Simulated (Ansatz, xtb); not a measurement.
Relative energy of two structures of C3H4BrF3Si

Structure I is `F[C@@H]1C[Si@H](F)[C@@]1(F)Br`, a singlet and structure II is a triplet given by its coordinates. Both are isolated molecules in the gas phase, relaxed with B3LYP-D3(BJ)/def2-SVP.

I (Å):

```yaml
atoms:
  - { symbol: C, position_ang: [0.5357, -0.7984, 1.5149] }
  - { symbol: C, position_ang: [-0.1887, -2.0753, 1.0174] }
  - { symbol: C, position_ang: [2.0031, -1.3114, 1.4884] }
  - { symbol: Br, position_ang: [2.6875, -1.0578, -0.3714] }
  - { symbol: F, position_ang: [0.2132, -0.5872, 2.8412] }
  - { symbol: F, position_ang: [1.1794, -3.7342, 3.0252] }
  - { symbol: F, position_ang: [2.8311, -0.7230, 2.3624] }
  - { symbol: Si, position_ang: [1.3172, -3.1073, 1.5321] }
  - { symbol: H, position_ang: [0.3509, 0.1328, 0.9559] }
  - { symbol: H, position_ang: [-0.3857, -2.0603, -0.0636] }
  - { symbol: H, position_ang: [-1.1320, -2.2334, 1.5589] }
  - { symbol: H, position_ang: [1.9315, -4.1513, 0.6819] }
```

II (Å):

```xyz
12

C     0.6982   -1.2271    0.4082
C     0.4129   -0.0353    1.2507
C     0.5466    1.3411    0.7601
Br   -2.0027    3.5002    0.3021
F    -0.6270   -0.2036    2.1100
F     0.2006    2.7055   -1.7396
F    -1.4348    0.7847   -1.1502
Si   -0.5948    2.0109   -0.5194
H    -0.0967   -1.3801   -0.3495
H     0.7496   -2.1332    1.0327
H     1.6538   -1.1086   -0.1238
H     1.2701    2.0190    1.2352
```

Close contacts (Å): C1–C2 1.49, C2–C3 1.47, C2–F5 1.36, C3–Si8 1.84, Br4–Si8 2.21, F6–Si8 1.61, F7–Si8 1.61, C1–H9 1.11, C1–H10 1.10, C1–H11 1.10, C3–H12 1.10.

Question: Estimate which is lower in electronic energy at CCSD(T)/def2-SVP + ΔMP2/def2-TZVPP, and by roughly how much.

Answer: The CCSD(T)/def2-SVP + ΔMP2/def2-TZVPP calculation puts structure II lower, by 23.7 kcal/mol.

The same difference at several levels:

```json
{"level": "B3LYP-D3(BJ)/def2-SVP", "geometry": "B3LYP-D3(BJ)/def2-SVP", "E(II) − E(I) (kcal/mol)": "−24.5", "departure from the last row (kcal/mol)": "−0.8", "job, with rough time for the two": "optimisation, 6 min"}
{"level": "HF/def2-SVP", "geometry": "B3LYP-D3(BJ)/def2-SVP", "E(II) − E(I) (kcal/mol)": "−55.0", "departure from the last row (kcal/mol)": "−31.4", "job, with rough time for the two": "part of the CCSD(T) run"}
{"level": "MP2/def2-SVP", "geometry": "B3LYP-D3(BJ)/def2-SVP", "E(II) − E(I) (kcal/mol)": "−23.0", "departure from the last row (kcal/mol)": "+0.7", "job, with rough time for the two": "part of the CCSD(T) run"}
{"level": "CCSD(T)/def2-SVP", "geometry": "B3LYP-D3(BJ)/def2-SVP", "E(II) − E(I) (kcal/mol)": "−24.4", "departure from the last row (kcal/mol)": "−0.7", "job, with rough time for the two": "single point"}
{"level": "CCSD(T)/def2-SVP + ΔMP2/def2-TZVPP", "geometry": "B3LYP-D3(BJ)/def2-SVP", "E(II) − E(I) (kcal/mol)": "−23.7", "departure from the last row (kcal/mol)": "", "job, with rough time for the two": "single point, 6 min"}
```

The levels shown agree on the order. The largest departure from CCSD(T)/def2-SVP + ΔMP2/def2-TZVPP is that of HF/def2-SVP, 31.4 kcal/mol. At CCSD(T)/def2-SVP + ΔMP2/def2-TZVPP a singlet with the links of II lies below this triplet. Levels run at GFN2-xTB geometries aren't shown. The last row adds to CCSD(T) the change of the MP2 difference between the two basis sets, here +0.7 kcal/mol.

With thermal terms from frequencies at re-optimised GFN2-xTB minima (ideal gas, soft modes damped towards free rotors, one conformer each, 298.15 K, 1 atm): on the last row, ΔE + ΔZPE = −24.6, ΔH = −23.5, ΔG = −26.3 kcal/mol.

Open shells are spin-unrestricted. The correlated steps freeze 20 core orbitals; the filled d shell of Br is correlated, in a basis made for valence electrons. ΔG holds the spin degeneracy. Mirror images aren't counted in ΔG. Codes used: Ansatz 0.2.0, xtb 6.7.1; the last row on 4 threads of Arm Neoverse V1 on a shared host.
